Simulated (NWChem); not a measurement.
The numbers come from NWChem runs, not from measurements. System: vinylidene fluoride (C2H2F2), charge 0, spin multiplicity 1, at a geometry optimised with PBE0/def2-SVP. Level: RI-MP2/cc-pVDZ, 4 core orbitals frozen.

Part of the output:

```
             Northwest Computational Chemistry Package (NWChem) 7.3.0
             --------------------------------------------------------

                                NWChem Input Module
                                -------------------

 Scaling coordinates for geometry "geometry" by  1.889725989
 (inverse scale =  0.529177249)

 Turning off AUTOSYM since
 SYMMETRY directive was detected!

                             Geometry "geometry" -> ""
                             -------------------------

 Output coordinates in angstroms (scale by  1.889725989 to convert to a.u.)

  No.       Tag          Charge          X              Y              Z
 ---- ---------------- ---------- -------------- -------------- --------------
    1 C                    6.0000     0.00000000     0.00000000     1.38203800
    2 C                    6.0000     0.00000000     0.00000000     0.05825900
    3 F                    9.0000     1.07338700     0.00000000    -0.69346200
    4 F                    9.0000    -1.07338700     0.00000000    -0.69346200
    5 H                    1.0000    -0.94577000     0.00000000     1.92026800
    6 H                    1.0000     0.94577000     0.00000000     1.92026800

 Effective nuclear repulsion energy (a.u.)     118.1080975787

            Nuclear Dipole moment (a.u.)
            ----------------------------
        X                 Y               Z
 ---------------- ---------------- ----------------
     0.0000000000     0.0000000000     0.0000037795

      Symmetry information
      --------------------

 Group name             C2v
 Group number             16
 Group order               4
 No. of unique centers     4

      Symmetry unique atoms

     1    2    3    5


 Summary of "ao basis" -> "" (spherical)
 ------------------------------------------------------------------------------
       Tag                 Description            Shells   Functions and Types
 ---------------- ------------------------------  ------  ---------------------
 *                          cc-pvdz                   on all atoms

 Summary of "ri-mp2 basis" -> "" (spherical)
 ------------------------------------------------------------------------------
       Tag                 Description            Shells   Functions and Types
 ---------------- ------------------------------  ------  ---------------------
 *                         cc-pvdz-ri                 on all atoms

 Summary of "ao basis" -> "ao basis" (spherical)
[...]
     1   0 1 0     -0.000000      0.000000      0.000000
     1   0 0 1      0.519886      0.000000      0.000004

     2   2 0 0    -16.574336      0.000000     80.448349
     2   1 1 0     -0.000000      0.000000      0.000000
     2   1 0 1     -0.000000      0.000000      0.000000
     2   0 2 0    -16.649411      0.000000      0.000000
     2   0 1 1     -0.000000      0.000000      0.000000
     2   0 0 2    -15.227805      0.000000     98.245011

                               NWChem RI-MP2 Module
                               --------------------

 Summary of "ri-mp2 basis" -> "ri-mp2 basis" (spherical)
 ------------------------------------------------------------------------------
       Tag                 Description            Shells   Functions and Types
 ---------------- ------------------------------  ------  ---------------------
 C                         cc-pvdz-ri               18       56   7s5p4d2f
 F                         cc-pvdz-ri               18       56   7s5p4d2f
 H                         cc-pvdz-ri                6       14   3s2p1d

 SCF Reference Information:
            File: './mol.movecs'
           Title: ''
    Size (AOxMO):     66 x     66
       Total Occ:              32.00
 RI-MP2 Calculation Information:
          Nr. of AO basis functions:         66
     Nr. of fitting basis functions:        252
               Nr. of MO spin cases:          1
        Nr. of MOs to be correlated:         62
     Nr. of occupied MOs correlated:         12
      Nr. of virtual MOs correlated:         50

          RI integral approximation: 'V'
    Threshold for Schwarz screening:  1.000E-09
 Smallest eigenvalue retained in fit  1.000E-08
    Type of storage for MO integrals 'EAF library'

 Transformation block size   12, requiring     1 integral passes.
 XForm_3cInts: Completed     1:   12 pass.
 Energy evaluation using block sizes    12   12
 RIMP2_V_E2: Approx. ints. done (    1:   12,    1:   12)
 RIMP2_V_E2: Copy to B done (    1:   12,    1:   12)
 RIMP2_V_E2: Denominators done (    1:   12,    1:   12)
 RIMP2_V_E2: Completed block (    1:   12,    1:   12)

          -------------------------------------------
          SCF energy                -275.757857057929
          Correlation energy          -0.631739566960
          Total MP2 energy          -276.389596624889
          -------------------------------------------

 -----------------------
 Performance information
 -----------------------

 Timer overhead =  2.38D-07 seconds/call

               Nr. of calls         CPU time (s)                 Wall time (s)                GFlops
             ---------------    -------------------     ------------------------------   -------------------
Name         Min   Avg   Max    Min     Avg     Max     Min     Avg     Max   Mx/calls   Min     Max     Sum
Overall       1     1     1    1.8     1.8     1.8      1.8     1.8     1.8     1.8      0.0     0.0     0.0
3c integr     1     1     1   0.50    0.50    0.50     0.50    0.50    0.50    0.50      0.0     0.0     0.0
Energy        1     1     1   9.43E-2 9.43E-2 9.43E-2  9.43E-2 9.43E-2 9.43E-2 9.43E-2   0.0     0.0     0.0
3c integr     1     1     1   0.48    0.48    0.48     0.48    0.48    0.48    0.48      0.0     0.0     0.0
First 2/3     3     3     3   4.66E-3 4.66E-3 4.66E-3  4.66E-3 4.66E-3 4.66E-3 1.55E-3   0.0     0.0     0.0
Final 1/3     1     1     1   5.44E-3 5.44E-3 5.44E-3  5.44E-3 5.44E-3 5.44E-3 5.44E-3   0.0     0.0     0.0
Write 3c      1     1     1   1.54E-3 1.54E-3 1.54E-3  1.54E-3 1.54E-3 1.54E-3 1.54E-3   0.0     0.0     0.0
Read 3c i     1     1     1   5.17E-4 5.17E-4 5.17E-4  5.17E-4 5.17E-4 5.17E-4 5.17E-4   0.0     0.0     0.0
Fitting b     1     1     1   8.62E-2 8.62E-2 8.62E-2  8.62E-2 8.62E-2 8.62E-2 8.62E-2   0.0     0.0     0.0
Schwarz i     1     1     1   1.12E-2 1.12E-2 1.12E-2  1.12E-2 1.12E-2 1.12E-2 1.12E-2   0.0     0.0     0.0
Form 4ci      1     1     1   1.26E-2 1.26E-2 1.26E-2  1.26E-2 1.26E-2 1.26E-2 1.26E-2   0.0     0.0     0.0
Form A &      1     1     1   7.64E-2 7.64E-2 7.64E-2  7.64E-2 7.64E-2 7.64E-2 7.64E-2   0.0     0.0     0.0
Denominat     1     1     1   4.51E-4 4.51E-4 4.51E-4  4.51E-4 4.51E-4 4.51E-4 4.51E-4   0.0     0.0     0.0
Pair Ener     1     1     1   2.22E-3 2.22E-3 2.22E-3  2.22E-3 2.22E-3 2.22E-3 2.22E-3   0.0     0.0     0.0

 The average no. of pstat calls per process was 1.60D+01
 with a timing overhead of 3.81D-06s

 Task  times  cpu:        1.8s     wall:        1.8s

 Total times  cpu:        1.9s     wall:        1.9s
```

Write an NWChem input that would produce this output.

One answer among several that fit: 
```
start mol
memory heap 200 mb stack 900 mb global 1100 mb
geometry units angstroms nocenter noautoz
  C      0.000000     0.000000     1.382038
  C      0.000000     0.000000     0.058259
  F      1.073387     0.000000    -0.693462
  F     -1.073387     0.000000    -0.693462
  H     -0.945770     0.000000     1.920268
  H      0.945770     0.000000     1.920268
  symmetry group C2v
end
basis spherical
  * library cc-pvdz
end
basis "ri-mp2 basis" spherical
  * library cc-pvdz-ri
end
scf
  rhf
  nopen 0
  maxiter 100
  thresh 1e-7
  semidirect memsize 60000000 filesize 0
end
mp2
  freeze core 4
end
task rimp2 energy
```
